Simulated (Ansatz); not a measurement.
HfI4, charge +1, doublet, at a GFN2-xTB geometry (such geometries of metal compounds can be far from the true shape) (the multiplicity is a formal guess) (core potentials on Hf, I). Base run: SVWN5/def2-SVP (Ansatz, a quantum-chemistry and plane-wave program).

The Ansatz input:
Ansatz 0.2 input:
```yaml
crystal:
  periodic: [false, false, false]
  atoms:
    - {symbol: Hf, position_ang: [0.00000000, -0.00000000, 0.00000000]}
    - {symbol: I, position_ang: [2.19574464, -0.68734594, -1.63599484]}
    - {symbol: I, position_ang: [0.89552099, 0.44011713, 2.64093868]}
    - {symbol: I, position_ang: [-1.20966894, 2.35187032, -0.98773737]}
    - {symbol: I, position_ang: [-1.88159669, -2.10464151, -0.01720647]}
basis:
  gaussian:
    orbitals: def2-SVP
hamiltonian:
  xc: {name: SVWN5}
total_charge: 1
magnetization: {spin_polarized: true, initial_magnetization: 1}
```

Each row names what was changed in the base input (with any setting that the change needs).

| change | ΔE vs base (mEh) |
|---|---|
| base | 0.000 |
| occupation = up:A1:19 A2:9 B1:14 B2:14 down:A1:20 A2:7 B1:14 B2:14 | 135.9 |
| occupation = up:A1:20 A2:7 B1:15 B2:14 down:A1:20 A2:7 B1:14 B2:14 | 149.9 |
| occupation = up:A1:20 A2:8 B1:14 B2:14 down:A1:20 A2:7 B1:14 B2:14 | 0.000 |
| symmetry_tolerance_ang = 0.01 | 0.000 |
| occupation = up:A1:20 A2:7 B1:14 B2:15 down:A1:20 A2:7 B1:14 B2:14 | 149.9 |
| occupation = up:A1:19 A2:8 B1:14 B2:15 down:A1:20 A2:7 B1:14 B2:14 | 157.3 |
